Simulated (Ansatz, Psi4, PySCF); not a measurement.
H12O6Ti, charge +3, doublet, at a GFN2-xTB geometry (such geometries of metal compounds can be far from the true shape). Base run: BHANDHLYP/STO-3G run with PySCF.

The PySCF input:
```python
from pyscf import gto, scf, dft

mol = gto.M(
    atom='''
Ti    0.00000000   -0.00000000    0.00000000
O    -0.62795870    1.69434690   -0.91677950
H    -1.52378457    2.08531234   -0.97029631
H    -0.07297740    2.32338839   -1.42299588
O     1.55687199    1.05393829    0.75564005
H     1.51375231    1.93929188    1.17306331
H     2.50792783    0.82637641    0.79957606
O     1.04511822   -0.45152455   -1.67615085
H     1.96574695   -0.76859606   -1.77680075
H     0.72000546   -0.39573026   -2.59872397
O    -1.04511822    0.45152455    1.67615085
H    -1.96574695    0.76859606    1.77680075
H    -0.72000546    0.39573026    2.59872397
O    -1.55687199   -1.05393829   -0.75564005
H    -1.51375231   -1.93929188   -1.17306331
H    -2.50792783   -0.82637641   -0.79957606
O     0.62795870   -1.69434690    0.91677950
H     0.07297740   -2.32338839    1.42299588
H     1.52378457   -2.08531234    0.97029631
''',
    basis='sto-3g',
    charge=3,
    spin=1,
    verbose=4,
)

mf = dft.UKS(mol)
mf.xc = 'bhandhlyp'
mf.kernel()
```

The same geometry, method and basis name were run in Ansatz (a first-principles code) and Psi4 and PySCF, at each program's defaults and at the settings that a row names. The base is PySCF at its defaults. Differences at the defaults can come from grids, fitting, cores and function types together.

```json
[
 {"code and settings": "PySCF, defaults (exact integrals, its default grid, spherical functions)", "ΔE vs base (µEh)": "0.0", "basis functions": "60", "E (Eh)": "-1292.16147", "SCF cycles": "9"},
 {"code and settings": "Psi4, defaults (density fitting with its default set, its default grid, spherical functions)", "ΔE vs base (µEh)": "-2294", "basis functions": "60", "E (Eh)": "-1292.16376", "SCF cycles": "7"},
 {"code and settings": "Ansatz, defaults (factorised integrals, its default grid, spherical functions)", "ΔE vs base (µEh)": "3.9", "basis functions": "60", "E (Eh)": "-1292.16147", "SCF cycles": "-"},
 {"code and settings": "PySCF, density fitting with def2-universal-jkfit", "ΔE vs base (µEh)": "-2259", "basis functions": "60", "E (Eh)": "-1292.16373", "SCF cycles": "9"},
 {"code and settings": "PySCF, fine grid", "ΔE vs base (µEh)": "-8.3", "basis functions": "60", "E (Eh)": "-1292.16148", "SCF cycles": "9"},
 {"code and settings": "Psi4, exact integrals, spherical functions, fine grid", "ΔE vs base (µEh)": "-8.1", "basis functions": "60", "E (Eh)": "-1292.16148", "SCF cycles": "10"},
 {"code and settings": "Ansatz, high accuracy", "ΔE vs base (µEh)": "-8.5", "basis functions": "60", "E (Eh)": "-1292.16148", "SCF cycles": "-"}
]
```

Open shells are given as the SCF converged; they aren't shown to be the lowest states, and a large step between rows can be another state.
